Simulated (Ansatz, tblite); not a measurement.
Cost and result up the ladder for the cluster Au₂Br⁺ (3 atoms). Charge 1, multiplicity 1. Geometry: r2SCAN-D4/def2-TZVP.

Cartesian coordinates in Å:
```
Au 0.122 -0.760 -1.352
Au -0.877 1.226 0.384
Br 0.755 -0.466 0.968
```

Ansatz on 4 threads of Intel Xeon Platinum 8259CL on a shared host; xTB runs through tblite on one thread. Times are rough, summed over both states, and most runs start from the orbitals of an earlier one. PBE-QIDH/def2-TZVP serves as the yardstick here, not as an exact answer. The other state is a triplet at its own geometry.

In the def2 sets Au takes a core potential; there is no spin–orbit coupling. The xTB rows come from tblite. LC-ωPBE has ω = 0.4 bohr⁻¹. Correlated methods freeze 9 core orbitals; core or outer-core shells of Au, Br are correlated, in sets that lack core-valence functions. At PBE0-D4/def2-TZVP a singlet of charge 1 lies 1.95 eV below the triplet, each at its own geometry. The structure comes from a short search, and lower isomers may exist.

Correlated methods converge slowly with the basis.

xTB has no spin-polarisation term.

| level | functions | wall time | triplet − singlet (eV) | difference from PBE-QIDH/def2-TZVP (eV) | remarks |
| --- | --- | --- | --- | --- | --- |
| GFN1-xTB | 27 | 0.01 s | 0.77 | -1.47 | – |
| GFN2-xTB | 27 | 0.01 s | 2.51 | 0.27 | – |
| PBE-D4/def2-TZVP | 128 | 3 s | 1.60 | -0.65 | – |
| RPA@PBE/def2-TZVP | 128 | 6.1 s | 1.73 | -0.51 | – |
| r2SCAN-D4/def2-TZVP | 128 | 6.1 s | 1.64 | -0.60 | – |
| LC-ωPBE/def2-TZVP | 128 | 8 s | 2.37 | 0.13 | – |
| r2SCANh-D4/def2-TZVP | 128 | 8.9 s | 1.76 | -0.48 | – |
| r2SCAN0-D4/def2-TZVP | 128 | 9.2 s | 1.96 | -0.28 | – |
| PBE-QIDH/def2-TZVP | 128 | 9.4 s | 2.24 | 0.00 | test for broken spin undecided (singlet) |
| PBE0-D4/def2-TZVP (with forces) | 128 | 14 s | 1.95 | -0.29 | – |
| ωB97M-V/def2-TZVP | 128 | 21 s | 2.37 | 0.13 | – |
